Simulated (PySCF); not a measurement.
CH8O2Si2, SMILES [SiH3][Si](O)(O)C.

Coordinates come from a PBE0-D3(BJ)/def2-SVP optimisation. The structure was generated by enumeration, and PubChem lists no compound with its InChIKey, so it may never have been made. One conformer was computed; it need not be the lowest.

Two levels are set side by side: PBE/def2-TZVP (PySCF) and r2SCAN/def2-TZVP (PySCF). Same geometry, gas phase. Differences are taken from unrounded values.

```json
[
 {"quantity": "orbital gap (eV)", "r2SCAN": "6.35"},
 {"quantity": "highest occupied level (eV)", "r2SCAN": "-6.59"},
 {"quantity": "lowest empty level (eV)", "r2SCAN": "-0.24"},
 {"quantity": "dipole moment (D)", "r2SCAN": "2.68"},
 {"quantity": "mean polarisability (bohr³)", "r2SCAN": "74.4"}
]
```

### Question
What does PBE give, and how far is it from r2SCAN? (Estimate from the structure and the level; the computed values follow.)

### Answer

```csv
quantity,PBE,PBE minus r2SCAN
orbital gap (eV),5.73,-0.62
highest occupied level (eV),-6.32,0.27
lowest empty level (eV),-0.59,-0.35
dipole moment (D),2.63,-0.05
mean polarisability (bohr³),77.1,2.7
```

Rough cost on one machine, each run with all the roots and properties that it gave: r2SCAN against PBE about 3 times.
